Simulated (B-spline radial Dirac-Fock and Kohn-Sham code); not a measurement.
These are calculated numbers from a radial B-spline solver; the model is the Dirac equation of a negative muon with reduced mass in the field of a spherical finite nucleus, with the Uehling potential to all orders; nuclear polarisation, deformation, hyperfine structure, self-energy, higher-order vacuum polarisation, relativistic recoil and electron screening are left out. The nuclear charge is a Fermi distribution (skin thickness 2.3 fm).

**Question.** A muonic atom of atomic mass 193.97 u emits these computed lines: 2p3/2 → 1s1/2 5856 keV, 3d5/2 → 2p3/2 2395 keV, 4f7/2 → 3d5/2 892.5 keV, 5g9/2 → 4f7/2 410.4 keV. Which element is it, and what rms charge radius was used?

**Answer.** Mercury (Z = 80, nuclide ¹⁹⁴Hg); the high transitions hardly feel the nucleus and fix Z. The 2p → 1s line lies 9407 keV below the value for a point nucleus without QED, which for this nuclear model gives a radius near 5.43 fm (5.4309 fm was used).
